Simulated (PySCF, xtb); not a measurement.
Ge(I)(SH) (GeHIS), SMILES [Ge]([I])[SH] (connectivity only; charge and spin as stated), neutral, multiplicity 1. Other conformers were not sampled.

Harmonic wavenumbers (cm⁻¹) from GFN2-xTB run with xtb 6.7.1 at its own minimum, in rising order: 107, 260, 272, 364, 616, 2403.

Question: What does PySCF 2.14.0 with PBE0-D3(BJ)/def2-SVP give at its own minimum? (An estimate is asked for; the answer gives what the named calculation found.)

Answer: 113, 236, 376, 394, 720, 2686. Paired by order, the mean absolute difference is 92 cm⁻¹ and the zero-point energies are 5.7 and 6.5 kcal/mol.
